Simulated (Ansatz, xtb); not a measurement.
**Ranking isomers of C2H5BF−**

8 gas-phase structures of C2H5BF−, found in a search over its isomers (lower ones may exist). Each was relaxed with GFN2-xTB; where two conformers were screened, the lower at r2SCAN-D4/def2-SVPD is listed:

A. `C=[B-](C)F`, a singlet
B. `F[C@H]1[BH2-]C1`, a singlet
C. `C/C=[BH-]\F`, a singlet
D. `C/C=[BH-]/F`, a singlet
E. `F[BH-]1CC1`, a singlet
F. `[BH3-]/C=C/F`, a singlet
G. `[BH3-]C(=C)F`, a singlet
H. `C=C[BH2-]F`, a singlet

Problem. Estimate their order in r2SCAN-D4/def2-SVPD energy at these geometries, lowest first.

Solution. Calculated order at r2SCAN-D4/def2-SVPD: A (0.0), E (41.6), D (44.6), C (48.5), H (50.1), G (177.8), F (198.5), B (199.7) kJ/mol. Less than 1 kcal/mol parts E and D; D and C; C and H; F and B, so the order within those pairs means little.

Energies above the lowest of each column, in kJ/mol; the last columns are at B3LYP-D3(BJ)/def2-SVPD geometries and were run for some of them only (a dash: not run or not comparable):

```tsv
structure	GFN2-xTB	HF/STO-3G	r2SCAN-D4/def2-SVPD	B3LYP-D3(BJ)/def2-SVPD	CCSD(T)/def2-SVPD + ΔMP2/def2-TZVPPD
A	57.6	44.8	0.0	0.0	0.0
E	10.2	0.0	41.6	48.6	–
D	35.0	68.0	44.6	42.5	–
C	43.3	75.4	48.5	40.4	44.3
H	0.0	50.5	50.1	36.8	42.8
G	104.6	106.4	177.8	–	–
F	109.8	133.9	198.5	–	–
B	112.1	103.7	199.7	–	–
```

CCSD(T)/def2-SVPD + ΔMP2/def2-TZVPPD puts A lowest of those it was run on; GFN2-xTB picks H, HF/STO-3G picks E. CCSD(T)/def2-SVPD + ΔMP2/def2-TZVPPD orders those it was run on as A (0.0), H (42.8), C (44.3) kJ/mol. Less than 1 kcal/mol parts H and C, so the order within that pair means little. Some further structures that were screened fall inside this span and aren't listed. Flexible structures stand in one conformer each, not always the lowest. Frequencies (B3LYP-D3(BJ)/def2-SVPD) were run for A, C, H alone. ΔMP2 is the change of the MP2 energy from the smaller to the larger basis.

Over these structures GFN2-xTB departs from r2SCAN-D4/def2-SVPD by 38.9 kJ/mol on average once a common shift is removed. A GFN2-xTB relaxation took about 0.046 s and the r2SCAN-D4/def2-SVPD energy about 1.4 s on a shared host (Ansatz 0.2.0, xtb 6.7.1).
